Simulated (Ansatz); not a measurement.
`C#C[SiH2]C=O` + H–F → `C#C[SiH2]F` + `C=O` at 600 K and 1 bar (ligand exchange at the Si–C bond).

Gas-phase electronic energies from Ansatz, PBE0-D4/def2-TZVP geometries. CCSD(T)/CBS is the MP2 limit (def2-TZVPP, def2-QZVPP) plus CCSD(T) − MP2 in def2-TZVPP, frozen cores. This one scheme is used for every species. Each species was taken in one conformer, which may not be the lowest.

```
       species  CCSD(T)/CBS energy (Eh)  H − E (kJ/mol)  S (J/(mol·K))
`C#C[SiH2]C=O`               -480.72477           199.7          431.3
           H–F               -100.39570            42.3          194.0
  `C#C[SiH2]F`               -466.78369           147.9          365.5
         `C=O`               -114.39408            92.5          246.7
```

H − E and S are ideal-gas, rigid-rotor, harmonic terms from PBE0-D4/def2-TZVP, for one conformer and one mirror image of each species. 1 Eh = 2625.50 kJ/mol, R = 8.31446 J/(mol·K).

By hand: ΔE, ΔH, ΔS and ΔG.

ΔE = (-466.78369) + (-114.39408) − (-480.72477) − (-100.39570) = -0.05730 Eh = -150.4 kJ/mol. Δ(H − E) = 147.9 + 92.5 − 199.7 − 42.3 = -1.6, so ΔH = -152.0 kJ/mol. ΔS = 365.5 + 246.7 − 431.3 − 194.0 = -13.1 J/(mol·K). ΔG = -152.0 − 600 × (-13.1)/1000 = -144.1 kJ/mol.

By hand: the equilibrium constant, and the temperature at which ΔG would vanish if ΔH and ΔS stayed fixed.

log₁₀ K = −ΔG/(RT ln 10) = 12.5. ΔG = 0 at ΔH/ΔS = 11603 K, far beyond where these terms or the molecules hold.

The number of gas molecules stays the same, so ΔS is small and ΔH decides. A doubt of 5 kJ/mol in ΔE shifts log₁₀ K by 0.4 here. Other conformers and mirror images would add mixing entropy, several J/(mol·K) or more a flexible species. Modes under 60 cm⁻¹, often nearly free rotors, make the harmonic entropy too high. These are equilibria of isolated gas molecules and say nothing of rates. Largest T1 diagnostic: 0.015 (customary marks: 0.02 for closed shells, 0.045 for open ones).
